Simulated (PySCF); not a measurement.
C4H6Si, SMILES C(=C)[SiH2]C#C.

Geometry: PBE0-D3(BJ)/def2-SVP. Other conformers were not sampled.

These are PBE0-D3(BJ)/def2-SVP (PySCF) values and carry that method's errors.

Frequencies are harmonic and unscaled.

Computed harmonic wavenumbers and intensities:
```
mode  ν (cm⁻¹)  IR (km/mol)  Raman (Å⁴/amu)  depolarisation  moving atoms (share of kinetic energy)
----  --------  -----------  --------------  --------------  --------------------------------------
1           69          0.2             9.7            0.74                 C 60 %, H 29 %, Si 12 %
2          128          0.4            11.1            0.75                 C 53 %, H 35 %, Si 13 %
3          240          5.9            10.7            0.75                          C 69 %, H 30 %
4          270          3.3             4.8            0.58                  C 54 %, H 36 %, Si 9 %
5          324         11.2             2.3            0.62                          C 68 %, H 29 %
6          496          9.9             8.5            0.64                          H 59 %, C 38 %
7          619         75.3             2.1            0.44                 H 55 %, C 24 %, Si 22 %
8          636         49.5             4.1            0.21                 C 49 %, Si 38 %, H 13 %
9          709         29.4             6.2            0.28                 C 40 %, H 32 %, Si 28 %
10         741         31.9             2.8            0.75                          H 76 %, C 24 %
11         748         26.7             2.7            0.74                          H 77 %, C 23 %
12         756          3.0             7.5            0.74                          H 84 %, C 15 %
13         859        332.8             9.2            0.73                         H 82 %, Si 14 %
14         937         93.3            17.6            0.73                                  H 96 %
15         995         34.2             0.5            0.74                          H 73 %, C 27 %
16        1012         12.2             5.0            0.66                          H 83 %, C 16 %
17        1041          9.0             0.5            0.74                           H 92 %, C 8 %
18        1272          0.5            13.7            0.25                          H 73 %, C 27 %
19        1419         15.9            19.8            0.49                          H 85 %, C 15 %
20        1688          8.4            17.6            0.13                          C 86 %, H 13 %
21        2166         36.5           175.4            0.24                          C 90 %, H 10 %
22        2230        101.0           174.4            0.21                                  H 97 %
23        2238         82.9           119.7            0.19                                  H 97 %
24        3140         10.6            97.7            0.16                                  H 95 %
25        3165          1.6           131.5            0.28                           H 92 %, C 8 %
26        3237          5.2            99.5            0.63                          H 89 %, C 11 %
27        3474         54.5            45.5            0.25                          H 86 %, C 14 %
```
